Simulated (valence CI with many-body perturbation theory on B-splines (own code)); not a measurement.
The numbers below are computed, except where a source is named.
## Run record, Pr37+

The program does CI of the valence electrons with many-body perturbation theory for a frozen closed Dirac-Fock core.

Command, and the settings that its task file holds:

```sh
python run_cv.py task.json out
```

```
atom Pr  Z=59  mass_number=141  rms_radius_fm=4.8919
core [Ar] 3d1
valence 3d4
avg = 1
basis = S
breit = 1
cap = 10000
capref = 1200
cscale = 1
de = 0.0
dress = 0
eps = 2e-08
extrap = 1
h = 0.27
hh = 1
l2 = 3
lcore = 6
maxit = 60
n2 = 5
natural = 1
nlev = 20
nno = [3, 3, 3, 3, 1]
nroot = 26
nsp = [3, 3, 2, 2, 0]
pt2 = 1
qed = 1
rpa = 1
s1 = 1
s2 = 1
s3 = 1
screen = 1
tol = 2e-05
whole = 1
```

Question: What became of the run, and why?

Answer: It gave no result: the perturbation theory needs a core of closed shells. The program said: "the core must hold closed shells only".
